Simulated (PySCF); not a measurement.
# Gd(NH2)3 relaxed at several levels

Computed with PySCF 2.14.0, def2-SVP on the ligands, density fitting, scalar-relativistic core potentials, no spin-orbit coupling, vacuum. Each row is relaxed at its own level from the same template. Distances are means of the shortest metal–ligand contacts, charges and spins Mulliken's; removal energies are rigid, with the ligand's formal charge and no counterpoise, so too large; for an anion taken off a cation in vacuum most of it is the attraction of opposite charges, and multiply charged cations can part far more cheaply with an electron moved from ligand to metal. lcecp potentials hold a fixed number of 4f electrons in the core, out of states, spins and gaps.

```csv
level,basis on the metal,point group,M–NH2 (Å),charge on M (e),dipole (D),removal of one NH2 (eV),"strongest infrared band, degenerate modes summed (cm⁻¹)",unstable modes (below −25 cm⁻¹)
PBE0,lcecp-1-SVP with ECP53,C3v,2.198,0.93,0.38,10.53,540,0
```

Task: What does the calculation give for r2SCAN, lcecp-1-SVP with ECP53?

Result: point group: D3h, M–NH2 (Å): 2.236, charge on M (e): 1.05, dipole (D): 0.00, removal of one NH2 (eV): 10.10, unstable modes (below −25 cm⁻¹): not given.
```xyz
10

Gd    0.0000    0.0000    0.0000
N     2.2363    0.0000    0.0000
H     2.8707    0.0000    0.8028
H     2.8707    0.0000   -0.8028
N    -1.1181    1.9367    0.0000
H    -1.4353    2.4861    0.8028
H    -1.4353    2.4861   -0.8028
N    -1.1182   -1.9367    0.0000
H    -1.4354   -2.4861    0.8028
H    -1.4354   -2.4861   -0.8028
```

Moved off a saddle point of the template and relaxed again: PBE0. One start shape was tried for each, so a minimum needn't be the lowest isomer.
